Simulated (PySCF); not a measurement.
Match each property card to its molecule.

Structures:
1. `C=Cc1csc[n+]1C`
2. `CC=C(C#N)C#N`
3. `CC/C=C/[SiH2]O`
4. `C=C[Si](C=C)(C=C)CC`
5. `C=CC[P@@H+](C)C[SiH3]`

Card P (geometry GFN2-xTB):
* Rotational constants A, B, C: 2.741, 1.549, 0.997 GHz
* Static isotropic polarisability (PBE0/def2-SVPD): 90.4 au
* 13C chemical shifts (computed TMS as zero) by class (GIAO PBE0/pcSseg-1): 163.8 (1 C), 154.1 (1 C), 143.4 (1 C), 129.7 (1 C), 123.4 (1 C), 40.1 (1 C) ppm
* Lowest singlet excitation (TDDFT PBE0/def2-SVPD): 4.34 eV (286 nm, f = 0.030)
* Isotropic shieldings of nuclei other than C and H, by class (GIAO PBE0/pcSseg-1): 37 (1 N), 222 (1 S) ppm
* Strongest line among the 6 lowest singlet transitions (TDDFT PBE0/def2-SVPD): S2 at 5.27 eV (235 nm, f = 0.356)

Card Q (geometry GFN2-xTB):
* Rotational constants A, B, C: 3.662, 2.285, 1.419 GHz
* Static isotropic polarisability (PBE0/def2-SVPD): 68.6 au
* Strongest line among the 6 lowest singlet transitions (TDDFT PBE0/def2-SVPD): S1 at 5.67 eV (219 nm, f = 0.360)
* Isotropic shieldings of nuclei other than C and H, by class (GIAO PBE0/pcSseg-1): -64 (1 N), -53 (1 N) ppm
* Point group: Cs
* Dipole moment (PBE0/def2-SVPD): 5.47 D
* Lowest triplet excitation (Tamm–Dancoff) (TDA PBE0/def2-SVPD): 3.30 eV

Card R (geometry PBE0-D3(BJ)/def2-SVP):
- Rotational constants A, B, C: 2.974, 0.872, 0.719 GHz
- Static isotropic polarisability (CAM-B3LYP/def2-SVPD): 106.1 au
- Lowest triplet excitation (Tamm–Dancoff) (TDA CAM-B3LYP/def2-SVPD): 4.26 eV
- Lowest singlet excitation (TDDFT CAM-B3LYP/def2-SVPD): 7.10 eV (175 nm, f = 0.369)
- Strongest line among the 10 lowest singlet transitions (TDDFT CAM-B3LYP/def2-SVPD): S1 at 7.10 eV (175 nm, f = 0.369)
- 13C chemical shifts (computed TMS as zero) by class (GIAO PBE0/pcSseg-1): 143.1 (1 C), 127.2 (1 C), 28.6 (1 C), 5.7 (1 C), -0.3 (1 C) ppm
- Vertical ionisation energy (ΔSCF CAM-B3LYP/def2-SVPD): 13.80 eV

Card S (geometry GFN2-xTB):
- Rotational constants A, B, C: 7.186, 1.111, 1.020 GHz
- Static isotropic polarisability (PBE0/def2-SVPD): 80.9 au
- Isotropic shieldings of nuclei other than C and H, by class (GIAO PBE0/pcSseg-1): 328 (1 O), 378 (1 Si) ppm
- Point group: C1
- Lowest singlet excitation (TDDFT PBE0/def2-SVPD): 6.49 eV (191 nm, f = 0.075)
- 13C chemical shifts (computed TMS as zero) by class (GIAO PBE0/pcSseg-1): 159.9 (1 C), 132.3 (1 C), 37.0 (1 C), 16.6 (1 C) ppm
- Dipole moment (PBE0/def2-SVPD): 2.12 D

Card T (geometry PBE0-D3(BJ)/def2-SVP):
* Rotational constants A, B, C: 1.360, 1.139, 0.860 GHz
* Static isotropic polarisability (B3LYP/def2-SVPD): 123.9 au
* Dipole moment (B3LYP/def2-SVPD): 0.18 D
* Strongest line among the 10 lowest singlet transitions (TDDFT B3LYP/def2-SVPD): S10 at 6.70 eV (185 nm, f = 0.184)
* 13C chemical shifts (computed TMS as zero) by class (GIAO KT2/pcSseg-1): 133.8 (3 C), 130.9 (3 C), 14.9 (1 C), 10.1 (1 C) ppm
* Lowest singlet excitation (TDDFT B3LYP/def2-SVPD): 5.70 eV (217 nm, f = 0.002)

Species are written as SMILES; each is one conformer at its optimised geometry, gas phase, non-relativistic unless stated. Electronic properties by PySCF. NMR classes are plain means over equivalent atoms (diastereotopic ones count apart unless rotation or inversion swaps them), as if these changed places fast.

Question: Which card belongs to which structure?

Answer: P = 1, Q = 2, R = 5, S = 3, T = 4. What ties each card to its structure:
- 1 (card P), [C6H8NS]+, monoisotopic mass 126.0 u, 8 heavy atoms: 6 C in 6 classes; the least shielded carbon (163.8 ppm) is an aromatic CH next to a ring nitrogen; an asymmetric top with C = 0.997 GHz; polarisability 90.4 au for 66 electrons.
- 2 (card Q), C5H4N2, monoisotopic mass 92.0 u, 7 heavy atoms: point group Cs; an asymmetric top with C = 1.419 GHz, the highest such constant on the cards; polarisability 68.6 au for 48 electrons; dipole 5.47 D.
- 3 (card S), C4H10OSi, monoisotopic mass 102.1 u, 6 heavy atoms: 4 C in 4 classes; the least shielded carbon (159.9 ppm) is an alkene CH carbon; an asymmetric top with C = 1.020 GHz; polarisability 80.9 au for 56 electrons; dipole 2.12 D.
- 4 (card T), C8H14Si, monoisotopic mass 138.1 u, 9 heavy atoms: 8 C in 4 classes; the least shielded carbon (133.8 ppm) is a carbon bonded to C and 2 H; an asymmetric top with C = 0.860 GHz; polarisability 123.9 au for 76 electrons; dipole 0.18 D.
- 5 (card R), [C5H14PSi]+, monoisotopic mass 133.1 u, 7 heavy atoms: 5 C in 5 classes; the least shielded carbon (143.1 ppm) is a terminal =CH2 carbon; an asymmetric top with C = 0.719 GHz, the lowest such constant on the cards; polarisability 106.1 au for 72 electrons.
